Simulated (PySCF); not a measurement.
# From computed data to an observable: dipole moment from atomic charges

Sb(Br)(TeH)2 (BrH2SbTe2), SMILES [Br][Sb]([TeH])[TeH]. Atoms are numbered in the order given.

```xyz
6

Sb    -0.6762    -0.3821     0.7076
Br     1.5318    -0.8147     1.9155
Te    -0.2454     2.2192    -0.1391
H     -0.1165     2.7315     1.4426
Te    -0.0982    -1.2990    -1.8408
H     -1.1405    -2.5811    -1.6169
```
Charge 0, spin multiplicity 1.

The structure is a stationary point at PBE0-D3(BJ)/def2-SVP. The structure was generated by enumeration; whether it is a known compound was not checked. The def2 effective core potentials stand for the cores of Sb, Te; spin–orbit coupling is left out.

Charges (e) from PySCF with PBE/def2-TZVP:

```csv
atom,Mulliken,ESP fit
Sb1,0.402,0.164
Br2,-0.289,-0.183
Te3,-0.129,-0.091
H4,0.072,0.089
Te5,-0.125,-0.049
H6,0.067,0.069
```

The dipole moment of the full density is 1.96 D.

What dipole moment does each set of point charges give, and which comes closer to that of the density?


μ = Σ q r, and 1 e Å = 4.8032 D.
Mulliken: Σ q r = (-0.755, -0.018, -0.026) e Å, |μ| = 3.63 D.
ESP fit: Σ q r = (-0.453, 0.013, -0.115) e Å, |μ| = 2.25 D.
ESP fit comes closer in size. Point charges leave out the atoms' own dipoles (lone pairs, polarised bonds); fits to the potential absorb them, partitions of the density don't.
